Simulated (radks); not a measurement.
Question: The mean radii <r> (bohr) of the occupied orbitals of an atom or ion are listed with their occupations. Method: Dirac Kohn-Sham, BLYP, spin-unpolarised, spherical densities, finite nucleus; Fermi nuclear charge, rms radius of each element as measured or else 0.836 A^(1/3) + 0.57 fm; computed with a radial shooting solver on a logarithmic mesh with Libxc functionals.

| orbital | occ. | <r> |
|---|---|---|
| 1s1/2 | 2 | 0.03516 |
| 2s1/2 | 2 | 0.1534 |
| 2p1/2 | 2 | 0.1307 |
| 2p3/2 | 4 | 0.1353 |
| 3s1/2 | 2 | 0.4288 |
| 3p1/2 | 2 | 0.4234 |
| 3p3/2 | 4 | 0.4340 |
| 3d3/2 | 4 | 0.4133 |
| 3d5/2 | 6 | 0.4168 |
| 4s1/2 | 2 | 1.103 |
| 4p1/2 | 2 | 1.207 |
| 4p3/2 | 4 | 1.237 |
| 4d3/2 | 4 | 1.731 |

Name the element and its charge. Open shells, if any, fill j = l - 1/2 first.

Answer: Z = 42, molybdenum, charge +2: Mo2+ in [Kr] 4d4. The 1s radius gives Z: for a bare nucleus <r> = (2 gamma + 1)/(2Z) with gamma = sqrt(1 - (Z/c)^2), 0.03457 bohr for Z = 42, and screening makes it slightly larger (0.03516 here). The occupations add up to 40, and the charge is Z minus that.
